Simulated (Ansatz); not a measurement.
Reaction (formal exchange of groups at a Ge–Se bond): `[OH][GeH2][SeH]` + `C=C[SiH2]O` → `O[SiH2]/C=[CH]\[GeH2][OH]` + H₂Se

Calculated with Ansatz (gas phase, PBE0-D4/def2-TZVP geometries, no zero-point term in ΔE). CCSD(T)/CBS is the MP2 limit (def2-TZVPP, def2-QZVPP) plus CCSD(T) − MP2 in def2-TZVPP, frozen cores. DFT in def2-TZVPP. For Ge, Se outer-core shells are correlated without core-valence functions, which leaves a few kJ/mol of doubt a bond. Scalar relativity is left out up to krypton. Each species was taken in one conformer, which may not be the lowest.

`[OH][GeH2][SeH]`:

Z-matrix (Å, degrees):
```
Ge
Se 1 2.352
O 1 1.777 2 110.9
H 1 1.538 2 104.8 3 120.1
H 1 1.530 2 112.4 3 -115.9
H 2 1.469 1 92.5 3 65.8
H 3 0.960 1 112.1 2 47.3
```

`C=C[SiH2]O`:

Z-matrix (Å, degrees):
```
Si
C 1 1.857
O 1 1.649 2 111.4
H 1 1.491 2 108.7 3 122.7
H 1 1.484 2 111.0 3 -117.5
C 2 1.330 1 122.9 3 6.6
H 2 1.090 1 118.9 3 -173.1
H 3 0.958 1 117.3 2 72.7
H 6 1.087 2 121.4 1 0.7
H 6 1.086 2 122.4 1 -179.7
```

`O[SiH2]/C=[CH]\[GeH2][OH]`:

Cartesian coordinates in Å:
```
O 1.815 -0.052 0.482
Si 0.937 0.286 1.844
C -0.798 0.555 1.264
C -1.217 0.336 0.016
Ge -0.224 -0.313 -1.524
O -1.588 -0.443 -2.684
H 2.495 -0.723 0.536
H 1.033 -0.849 2.805
H 1.456 1.504 2.523
H -1.524 0.925 1.991
H -2.262 0.527 -0.235
H 0.803 0.675 -2.104
H 0.387 -1.718 -1.352
H -1.312 -0.711 -3.562
```

H₂Se:

```xyz
3

Se    0.380    0.031    0.568
H    -0.110   -1.060   -0.280
H    -0.269    1.029   -0.289
```

Question: Is it downhill or uphill in electronic energy at CCSD(T)/CBS, and by how much? (Best estimate.)

Answer: The calculation gave: Uphill: ΔE = +17.3 kcal/mol.

Question: What do these levels give: r2SCAN-D4, PBE0-D4, ωB97X-V, PBE, r2SCAN, HF/def2-TZVPP, SCS-MP2/def2-TZVPP, CCSD/def2-TZVPP, MP2/def2-QZVPP, SCS-MP2/def2-QZVPP, MP2/CBS(def2), CCSD/CBS(def2)? (An estimate is asked.)

Answer: Computed: r2SCAN-D4 18.6, PBE0-D4 18.6, ωB97X-V 17.5, PBE 19.7, r2SCAN 19.0, HF/def2-TZVPP 21.1, SCS-MP2/def2-TZVPP 17.6, CCSD/def2-TZVPP 17.2, MP2/def2-QZVPP 17.8, SCS-MP2/def2-QZVPP 17.9, MP2/CBS(def2) 18.0, CCSD/CBS(def2) 17.6 kcal/mol.

Largest T1 diagnostic among the species: 0.012.

The D4 term adds −2.0 kcal/mol with B3LYP and −1.1 kcal/mol with PBE0; it sums over pairs of atoms, weighted by their polarisabilities, and B3LYP, whose exchange is more repulsive, gets the larger term. In def2-TZVPP, CCSD(T) changes the Hartree–Fock value by −4.3 kcal/mol (the triples alone add −0.4 kcal/mol) and MP2 by −3.6 kcal/mol.

B3LYP here is the variant with VWN-RPA as its local correlation; programs differ in this.
